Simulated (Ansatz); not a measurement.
Consider the hydrogenolysis of the Si–O bond: `[AlH2][SiH]([SiH3])O[SiH3]` + H₂ → `[AlH2][SiH2][SiH3]` + silanol.

Gas-phase electronic energies from Ansatz, PBE0-D4/def2-TZVP geometries. CBS: MP2 limit from def2 TZ/QZ plus the TZ coupled-cluster correction, frozen cores. This one scheme is used for every species. DFT in def2-TZVPP. HSE06 is defined as in plane-wave codes. Each species was taken in one conformer, which may not be the lowest.

```csv
level,ΔE (eV)
BLYP-D4,0.73
PBE0-D4,0.57
r2SCANh-D4,0.64
B2PLYP,0.61
HSE06,0.48
HF/def2-TZVPP,0.57
MP2/def2-TZVPP,0.68
HF/CBS(def2),0.60
```

**Question.** What does CCSD(T)/CBS give? (Best estimate.)

**Answer.** Ansatz gave: +0.65 eV. The listed levels differ from it by 0.08, -0.08, -0.01, -0.04, -0.17, -0.08, 0.03, -0.05 eV.

Largest T1 diagnostic among the species: 0.013.

In def2-TZVPP, CCSD(T) changes the Hartree–Fock value by +0.05 eV (the triples alone add +0.02 eV) and MP2 by +0.11 eV. Leaving LDA and LC-ωPBE aside and taking each functional with its dispersion term where it has one, the values, not all of them listed here, spread over 0.16 eV, from HSE06-D4 to BHLYP-D4. LDA lies +0.06 eV from PBE without D4. From BLYP to BHLYP (50 % exact exchange), in def2-TZVPP and without D4, ΔE moves by +0.04 eV.
